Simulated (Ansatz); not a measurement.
Start from `C=CCC[SiH3]` and change one atom or group to get `FCC[SiH3]`.

Ansatz, PBE0-D4/def2-TZVP geometries, multiplicity 1. Each molecule was computed in one conformer, which needn't be the lowest.

| property | `C=CCC[SiH3]` |
| --- | --- |
| size of the dipole moment (ωB97M-V/def2-TZVPP) / D | 0.96 |
| LUMO energy (PBE0/def2-TZVPP) / eV | 0.14 |
| HOMO–LUMO gap (ωB97M-V/def2-TZVPP) / eV | 11.77 |
| HOMO energy (PBE0/def2-TZVPP) / eV | -7.50 |
| LUMO energy (B3LYP/def2-TZVPP) / eV | -0.11 |
| HOMO energy (B3LYP/def2-TZVPP) / eV | -7.27 |

Question: What does the change do to each property? (An estimate is asked.)

Answer: The calculation gave: 
| property | `FCC[SiH3]` | shift |
| --- | --- | --- |
| size of the dipole moment (ωB97M-V/def2-TZVPP) / D | 2.00 | 1.04 |
| LUMO energy (PBE0/def2-TZVPP) / eV | 0.69 | 0.55 |
| HOMO–LUMO gap (ωB97M-V/def2-TZVPP) / eV | 13.28 | 1.51 |
| HOMO energy (PBE0/def2-TZVPP) / eV | -8.83 | -1.33 |
| LUMO energy (B3LYP/def2-TZVPP) / eV | 0.43 | 0.54 |
| HOMO energy (B3LYP/def2-TZVPP) / eV | -8.64 | -1.37 |

With PBE0 the HOMO falls by 1.33 eV and the LUMO rises by 0.55 eV, so the gap widens by about 1.88 eV. PBE moves the HOMO by -1.05 eV and ωB97M-V by -1.35 eV. Dipoles are sizes alone; their direction can turn.

B3LYP here is the variant with VWN-RPA as its local correlation; programs differ in this.
